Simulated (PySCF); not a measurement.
## Predicted spectroscopic data

Method: PBE0/pcSseg-1 with gauge-including orbitals, GFN2-xTB geometry, in PySCF 2.14.0 with density-fitted response routines (isolated molecule, non-relativistic Hamiltonian, one computed conformer, rapidly exchanging positions averaged).

Shifts are taken against calculated references (same method and geometry level): $^{1}$H, $^{13}$C against TMS. Splittings of carbon signals by F and P are missing where no couplings were computed. Where no couplings were computed, multiplicities follow the n + 1 count of equivalent neighbours, and m marks all less simple cases (inequivalent or close neighbours, rings, F or P nearby). Shifts are as computed. Against solution values, carbons near 30 ppm lie about +3 ppm off and those near 130 ppm about +5 ppm; carbons on Cl a further +6 ppm. Of 1211 compounds with measured shifts, 218 miss one by over three times the rms of a fit or turn the order of signals round; such compounds aren't used in these exercises. Carbons bonded to Cl come out too deshielded.

Compound 1 (C4H7N3OSi). $^{1}$H NMR (600 MHz, computed): δ 8.34 (s, 1H), 5.37 (s, 3H), 2.92 (s, 3H). $^{13}$C{$^{1}$H} NMR (computed): δ 197.8, 154.6, 137.3, 31.2. Structure: `CC(=O)c1cn([SiH3])nn1`.

Compound 2 (C7H4ClP). $^{1}$H NMR (600 MHz, computed): δ 9.03 (m, 1H), 8.30 (m, 1H), 8.11 (m, 1H), 3.16 (s, 1H). $^{13}$C{$^{1}$H} NMR (computed): δ 183.1, 166.4, 144.7, 141.0, 129.4, 92.8, 89.5. Structure: `C#Cc1ccpc(Cl)c1`.
